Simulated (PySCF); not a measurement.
These compounds are isomers of formula C₇H₉FO.

A. SMILES C=C1C(=C)[C@H](F)[C@@H]1OC
B. `C=C1C(=C)[C@@H](OC)[C@@H]1F`
C. SMILES [C@]1(F)(OC)[C@H](C#C)CC1

Spectrum 1. $^{1}$H NMR (300 MHz, computed): δ 5.83 (m, 1H), 5.80 (br s, 1H), 5.65 (m, 1H), 5.61 (br s, 1H), 4.85 (m, 1H), 3.87 (m, 1H), 3.41 (s, 3H). $^{13}$C{$^{1}$H} NMR (computed): δ 151.0 (C), 148.3 (C), 116.8 (CH2), 116.0 (CH2), 94.3 (CH), 84.5 (CH), 57.2 (CH3).

Spectrum 2. $^{1}$H NMR (300 MHz, computed): δ 5.96 (m, 1H), 5.93 (br s, 1H), 5.73 (m, 1H), 5.64 (br s, 1H), 5.03 (m, 1H), 3.84 (m, 1H), 3.40 (s, 3H). $^{13}$C{$^{1}$H} NMR (computed): δ 155.4 (C), 153.9 (C), 119.3 (CH2), 119.2 (CH2), 91.1 (CH), 80.1 (CH), 58.3 (CH3).

Spectrum 3. $^{1}$H NMR (300 MHz, computed): δ 3.46 (s, 3H), 3.09 (m, 1H), 2.53 (m, 1H), 2.27 (d, 1H), 2.26 (m, 1H), 2.05 (m, 1H), 1.62 (m, 1H). $^{13}$C{$^{1}$H} NMR (computed): δ 114.4 (C), 86.1 (C), 80.4 (CH), 50.0 (CH3), 37.5 (CH), 35.9 (CH2), 21.4 (CH2).

PySCF 2.14.0 with density-fitted response routines calculation with geometry: PBE0-D3(BJ)/def2-SVP and GIAO PBE0/pcSseg-1 shieldings; one averaged value for each set of equivalent atoms, single conformer, in vacuum, relativity neglected.

Chemical shifts δ = σref − σ; TMS for $^{1}$H, $^{13}$C, all at this level. Splittings of carbon signals by F and P are missing where no couplings were computed. Where no couplings were computed, multiplicities follow the n + 1 count of equivalent neighbours, and m marks all less simple cases (inequivalent or close neighbours, rings, F or P nearby). Shifts are as computed. Against solution values, carbons near 30 ppm lie about +2 ppm off and those near 130 ppm about +5 ppm. Of 1211 compounds with measured shifts, 218 miss one by over three times the rms of a fit or turn the order of signals round; such compounds aren't used in these exercises.

Question: Match each spectrum to its structure.

Answer: 1–B, 2–A, 3–C.

- Spectrum 1 (B): 7 $^{13}$C signals; δC 151.0 is a fully substituted alkene carbon; δC 148.3 is a fully substituted alkene carbon.
- Spectrum 2 (A): 7 $^{13}$C signals; δC 155.4 is a fully substituted alkene carbon; δC 153.9 is a fully substituted alkene carbon.
- Spectrum 3 (C): 7 $^{13}$C signals; δC 114.4 is a fully substituted sp3 carbon bonded to F and O; δC 86.1 is an alkyne carbon.
